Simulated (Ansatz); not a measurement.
The lowest singlet and triplet of NH2 (SMILES [NH2+]); geometries from B3LYP-D3(BJ)/def2-TZVP, each state relaxed from the structure named, with no frequency check.
Singlet (charge 1, multiplicity 1):
```xyz
3

N     -0.0004     0.1372     0.0223
H     -0.8494    -0.4824    -0.0781
H      0.8519    -0.4780    -0.0781
```

A positive gap puts the triplet lower; no zero-point energy. R- takes a restricted singlet. U- takes an unrestricted singlet (broken symmetry where lower, unprojected). The triplet is unrestricted in single-reference levels.

Frozen-core correlation.

The values were computed with Ansatz (a program for electronic structure) with Gaussian orbitals. Values without a source in brackets are computed.

### Question
One of these levels gives 13.00 kcal/mol for the gap E(singlet) − E(triplet), vertical, at the singlet's geometry. Name it.
A) R-SVWN5/def2-TZVPP
B) U-r2SCAN/def2-TZVPP (spin-contaminated)
C) R-MP2/cc-pVDZ
D) R-wB97M-V/def2-TZVPP

### Answer
D, R-wB97M-V/def2-TZVPP. The others give 19.04 (R-SVWN5/def2-TZVPP), 6.89 (U-r2SCAN/def2-TZVPP (spin-contaminated)), 22.40 (R-MP2/cc-pVDZ)

Doubts at one or more of the structures used: a restricted determinant that unrestricted orbitals would lower (R-SVWN5/def2-TZVPP, R-wB97M-V/def2-TZVPP, R-MP2/cc-pVDZ).
